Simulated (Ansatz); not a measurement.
Basis-set extrapolation for C4H6Si (`C=C=C1C[SiH2]1`) (PBE0-D4/def2-TZVP geometry, frozen core, the Gaussian-basis code of Ansatz). Multiplicity 1, RHF reference.

```
                      def2-TZVPP   def2-QZVPP
                 HF  -443.846597  -443.862103
    MP2 correlation    -0.754174    -0.802898
CCSD(T) correlation    -0.834257      not run
```

Energies in hartree. Use E(X) = E(∞) + A·exp(−7.88·√X) for Hartree–Fock and E(X) = E(∞) + B·X^(−2.97) for correlation, with X = 3 and 4, and add CCSD(T) minus MP2 of the smaller set to the MP2 limit.

Question: What is the CCSD(T) energy at the basis-set limit?

Answer: HF limit: -443.862103 + (-0.015506) × 0.13774 = -443.86424. MP2 limit: -0.802898 + (-0.048724) × 0.74074 = -0.83899. Higher-order term: -0.834257 − (-0.754174) = -0.08008. Total: -444.78331 hartree, 64.3 kcal/mol below CCSD(T)/def2-TZVPP.
